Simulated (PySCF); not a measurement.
Distances in Å between the heavy atoms of a computed structure (GFN2-xTB; lower triangle, same order across):
```
F1    0.00
P2    1.62  0.00
F3    2.37  1.62  0.00
P4    2.90  2.17  2.90  0.00
Si5   4.56  3.15  3.53  2.25  0.00
Si6   3.54  3.15  4.56  2.25  3.51  0.00
```

Hydrogens: 3 on Si5, 3 on Si6.

Charge 0, singlet.

Q: Read off the bonds between heavy atoms and their formal orders.

A: F1–P2 (single); P2–F3 (single); P2–P4 (single); P4–Si5 (single); P4–Si6 (single).

Q: Give the structure as a SMILES string.

A: `FP(F)P([SiH3])[SiH3]`, F2H6P2Si2, (SiH3)2PPF2.

Q: Classify the heavy atoms.

A: F1/F3: phosphorus-bound fluorine; P2: three-coordinate phosphorus; P4: three-coordinate phosphorus; Si5/Si6: SiH3 silicon.

Shape of the structure used: `[F:1][P:2]([F:3])[P:4]([SiH3:5])[SiH3:6]`: F1–P2–P4–Si5 -176°.
